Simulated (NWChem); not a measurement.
System: SiPH₅O₂; SMILES O[SiH](O)P

Here is an NWChem input.

```
start job
memory heap 200 mb stack 900 mb global 1100 mb
geometry units angstroms noautoz
  Si    -0.032834     0.415828     0.252803
  O      1.356537     1.060278    -0.385562
  O     -1.385547     1.034232    -0.499783
  P      0.132618    -1.787296    -0.203433
  H     -0.161130     0.741118     1.706458
  H      1.377598     2.021772    -0.495778
  H     -2.013889     1.489086     0.077397
  H      1.225900    -2.008083     0.683997
  H     -0.846860    -2.166867     0.761558
end
basis spherical
  * library def2-svp
end
dft
  xc becke88 perdew86
  iterations 150
  mulliken
end
task dft energy
```

NWChem printed, in part:

```
             Northwest Computational Chemistry Package (NWChem) 7.3.0
             --------------------------------------------------------

 C1  symmetry detected

                             Geometry "geometry" -> ""
                             -------------------------

 Output coordinates in angstroms (scale by  1.889725989 to convert to a.u.)

  No.       Tag          Charge          X              Y              Z
 ---- ---------------- ---------- -------------- -------------- --------------
    1 Si                  14.0000     0.00187102     0.49083000     0.34564210
    2 O                    8.0000     1.44147512     1.01636402    -0.29038580
    3 O                    8.0000    -1.29094700     1.26167650    -0.37063920
    4 P                   15.0000    -0.05365609    -1.70247394    -0.17934894
    5 H                    1.0000    -0.07995351     0.78119236     1.81001252
    6 H                    1.0000     1.55554716     1.97420134    -0.37160822
    7 H                    1.0000    -1.86613376     1.75729978     0.22799286
    8 H                    1.0000     1.02123268    -2.05672149     0.68706160
    9 H                    1.0000    -1.05627045    -2.01480712     0.78598591

 Effective nuclear repulsion energy (a.u.)     228.4509531425

  perdew86 is a nonlocal functional; adding perdew81 local functional.

                                 NWChem DFT Module
                                 -----------------

 Summary of "ao basis" -> "ao basis" (spherical)
 ------------------------------------------------------------------------------
       Tag                 Description            Shells   Functions and Types
 ---------------- ------------------------------  ------  ---------------------
 Si                         def2-svp                 8       18   4s3p1d
 O                          def2-svp                 6       14   3s2p1d
 P                          def2-svp                 8       18   4s3p1d
 H                          def2-svp                 3        5   2s1p

            General Information
            -------------------
          SCF calculation type: DFT
          Wavefunction type:  closed shell.
          No. of atoms     :     9
          No. of electrons :    50
           Alpha electrons :    25
            Beta electrons :    25
          Charge           :     0
          Spin multiplicity:     1
          Use of symmetry is: off; symmetry adaption is: off
          Maximum number of iterations: 150
          AO basis - number of functions:    89
                     number of shells:    43
          Convergence on energy requested:  1.00D-06
          Convergence on density requested:  1.00D-05
          Convergence on gradient requested:  5.00D-04

              XC Information
              --------------
                    Becke 1988 Exchange Functional  1.000
                Perdew 1981 Correlation Functional  1.000 local
                Perdew 1986 Correlation Functional  1.000 non-local

             Grid Information
             ----------------
          Grid used for XC integration:  medium
          Radial quadrature: Mura-Knowles
          Angular quadrature: Lebedev.
          Tag              B.-S. Rad. Rad. Pts. Rad. Cut. Ang. Pts.
          ---              ---------- --------- --------- ---------
          Si                  1.10       88           9.0       590
          O                   0.60       49          11.0       434
          P                   1.00       88          11.0       590
          H                   0.35       45          12.0       434
          Grid pruning is: on
          Number of quadrature shells:   499
          Spatial weights used:  Erf1

      Superposition of Atomic Density Guess
      -------------------------------------

 Sum of atomic energies:        -781.15490744

      Non-variational initial energy
      ------------------------------

 Total energy =    -782.377164
 1-e energy   =   -1535.038925
 2-e energy   =     524.210808
 HOMO         =      -0.283353
 LUMO         =       0.066594

     ---------------------------------------------
      Total Density - Mulliken Population Analysis
     ---------------------------------------------

    Atom       Charge   Shell Charges
 -----------   ------   -------------------------------------------------------
    1 Si  14    12.90   2.00  1.99  0.91  0.18  5.93  0.91  0.67  0.30
    2 O    8     8.77   1.99  1.10  0.63  3.09  1.95  0.00
    3 O    8     8.79   1.99  1.10  0.64  3.10  1.95  0.00
    4 P   15    15.26   2.00  1.99  1.17  0.58  5.94  1.43  2.10  0.06
    5 H    1     1.11   0.70  0.40  0.01
    6 H    1     0.65   0.52  0.07  0.06
    7 H    1     0.65   0.52  0.07  0.06
    8 H    1     0.93   0.64  0.28  0.02
    9 H    1     0.94   0.64  0.28  0.02

   convergence    iter        energy       DeltaE   RMS-Dens  Diis-err
 ---------------- ----- ----------------- --------- --------- ---------
 d= 0,ls=0.0,diis     1   -784.0244993764 -1.01D+03  2.19D-02  9.52D-01
 d= 0,ls=0.0,diis     2   -783.8033325555  2.21D-01  1.48D-02  3.19D+00
 d= 0,ls=0.0,diis     3   -784.1257426520 -3.22D-01  1.71D-03  4.50D-02
 d= 0,ls=0.0,diis     4   -784.1298054770 -4.06D-03  7.14D-04  2.79D-03
 d= 0,ls=0.0,diis     5   -784.1300814349 -2.76D-04  2.82D-04  9.78D-04
  Resetting Diis
 d= 0,ls=0.0,diis     6   -784.1301914853 -1.10D-04  8.03D-05  5.32D-05
 d= 0,ls=0.0,diis     7   -784.1301967002 -5.21D-06  7.79D-05  6.31D-06
 d= 0,ls=0.0,diis     8   -784.1301951763  1.52D-06  4.51D-05  1.82D-05
 d= 0,ls=0.0,diis     9   -784.1301976216 -2.45D-06  6.53D-06  4.41D-07
 d= 0,ls=0.0,diis    10   -784.1301976707 -4.90D-08  1.12D-06  9.31D-09

         Total DFT energy =     -784.130197670653
      One electron energy =    -1538.600732709092
           Coulomb energy =      589.337710746060
    Exchange-Corr. energy =      -63.318128850117
 Nuclear repulsion energy =      228.450953142496

 Numeric. integr. density =       49.999995821803

[...]
```

Level: BP86/def2-SVP. Geometry: optimised at B3LYP/6-31G* (spherical d).
